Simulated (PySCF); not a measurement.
PBE0 beside CCSD(T) along group 14: bonds to Tl

PBE0 and CCSD(T) in PySCF with def2-SVP on every atom (core potentials on Sn, Tl, Pb), for the lowest determinant that a PBE0 search found; no spin–orbit coupling.

| molecule | state (unpaired electrons) | PBE0 Re (Å) | PBE0 ωe (cm⁻¹) | PBE0 De (eV) | CCSD(T) Re (Å) | CCSD(T) ωe (cm⁻¹) | CCSD(T) De (eV) |
| --- | --- | --- | --- | --- | --- | --- | --- |
| TlC | quartet (σ ↑, π ↑↑) | 2.296 | 428 | 2.75 | 2.306 | 435 | 2.33 |
| TlSi | quartet (σ ↑, π ↑↑) | 2.683 | 234 | 2.22 | ? | ? | ? |
| TlGe | quartet (σ ↑, π ↑↑) | 2.731 | 157 | 2.14 | 2.754 | 157 | 1.87 |
| TlSn | quartet (σ ↑, π ↑↑) | 2.911 | 124 | 1.95 | 2.936 | 125 | 1.72 |
| TlPb | quartet (σ ↑, π ↑↑) | 2.970 | 105 | 1.85 | 2.998 | 105 | 1.63 |

Estimate the CCSD(T) values of TlSi by adding the mean shift from PBE0 to CCSD(T) of the other rows, and compare with the calculation.

The mean shifts are +2.2 pm, +2 cm⁻¹ and -0.29 eV, which give 2.704 Å, 236 cm⁻¹ and 1.94 eV. CCSD(T)/def2-SVP gives Re = 2.697 Å, ωe = 237 cm⁻¹, De = 1.89 eV.

What are the mean differences of PBE0 from CCSD(T) over the whole series?

Re -2.0 pm, ωe -2 cm⁻¹, De +0.29 eV.

In a basis of this size CCSD(T) is itself not converged; it tends to give bonds that are too long and too weak.

Correlated steps freeze the inner cores (5 to 13 orbitals); shallow outer-core shells are correlated. Correlated levels converge slowly with the basis: in double zeta they bind strong bonds too weakly, by up to about 1 eV, and carry superposition errors of some tenths. These are scalar-relativistic numbers at best; spin–orbit coupling would shift them, the dissociation energy most. States were picked by a PBE0 search and need not be the measured ground states.
